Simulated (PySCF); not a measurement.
```xyz
3
charge 0 multiplicity 6, angstrom
Fe    0.0000    0.0000   -0.0842
S     0.0000    0.0000   -2.1284
Cl    0.0000    0.0000    2.0807
```

Level of theory: UPBE0 in PySCF with Fe def2-SVP, S def2-SVP, Cl def2-SVP; no relativity; density-fitted integrals.

This geometry of FeSCl is a stationary point at this level.

(1) What is the point group?

(2) Is it a minimum?

(3) What are the dipole moment and the gap between the highest occupied and lowest empty levels of either spin?

(4) Give the ideal-gas entropy at 298.15 K and 1 bar by parts.

## Answers

(1) C∞v.

(2) Yes: all harmonic wavenumbers are real, though the softest, 38 cm⁻¹, leaves little margin.

(3) 0.27 D and 4.06 eV.

(4) translation 168.9, rotation 76.5, vibration 51.5, spin 14.9; total 311.7 J/(mol K).

Only a few start shapes were tried, so a lower isomer may exist. With open d or f shells other occupations or spin states may lie lower.
